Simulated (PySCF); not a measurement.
C₉H₁₃N.
SMILES: `CC1=CC=CC=C1N(C)C`

The calculation used TDDFT CAM-B3LYP/def2-SVPD, vertical, gas phase, core orbitals frozen in the response in PySCF 2.14.0, density-fitted response routines. Isolated species at its PBE0-D3(BJ)/def2-SVP geometry, gas phase. Torsions of this conformer, `[CH3:1][c:2]1[cH:3][cH:4][cH:5][cH:6][c:7]1[N:8]([CH3:9])[CH3:10]`: C6–C7–N8–C9 112°.

Broadening: Gaussians 0.4 eV wide at half height, area fixed by f = 4.319×10⁻⁹ ∫ε dν̃. The width is an assumption, not a result. The curve ends short of the highest state used, and states not computed would add to its high-energy end.

λ (nm), ε (L mol⁻¹ cm⁻¹) and a bar:
```
    190.3      15542 #####################
    193.6      21727 ##############################
    196.8      21954 ##############################
    200.1      16902 #######################
    203.4      10397 ##############
    206.6       5543 ########
    209.9       2758 ####
    213.2       1598 ##
    216.4       1336 ##
    219.7       1810 ##
    223.0       3271 ####
    226.3       5659 ########
    229.5       8128 ###########
    232.8       9720 #############
    236.1       9681 #############
    239.3       8324 ###########
    242.6       6387 #########
    245.9       4636 ######
    249.1       3385 #####
    252.4       2480 ###
    255.7       1799 ##
    259.0       1244 ##
    262.2        809 #
    265.5        476 #
    268.8        256 
    272.0        129 
    275.3         58 
    278.6         24 
    281.8         10 
    285.1          4
```

Task: Locate the maxima and give the states behind the curve.

Result: 234 nm (5.29 eV), ε about 9900, made up of S2 (98%); 195 nm (6.35 eV), ε about 23000, made up of S4 (20%) and S5 (77%) (ε in L mol⁻¹ cm⁻¹; maxima over ε = 5, shares over 10%). The states used: S1 4.95 eV (f 0.027); S2 5.30 eV (f 0.144); S3 5.81 eV (f 0.013); S4 6.19 eV (f 0.102); S5 6.38 eV (f 0.262); S6 6.50 eV (f 0.0099); S7 6.58 eV (f 0.013); S8 6.96 eV (f 0.0051); S9 6.98 eV (f 0.0061); S10 7.12 eV (f 0.041).

Task: Coming from long wavelengths, where does ε first pass 100 L mol⁻¹ cm⁻¹?

Result: At about 273 nm (4.54 eV), 0.41 eV below S1.

Task: On this curve, what absorbance would a 10⁻⁴ mol/L sample give at 266 nm over a 1 cm path?

Result: 266 nm is 4.661 eV, where ε is about 440 L mol⁻¹ cm⁻¹, so A = ε c l ≈ 0.044 (Beer–Lambert, with the gas-phase spectrum and the assumed width).

Task: Does any computed singlet lie in the visible range?

Result: No computed singlet lies in the visible range (380 to 750 nm); the lowest, at 251 nm, stands 1.69 eV above its violet end (3.26 eV).

All these states lie below the vertical ionisation energy of 7.60 eV (ΔSCF).
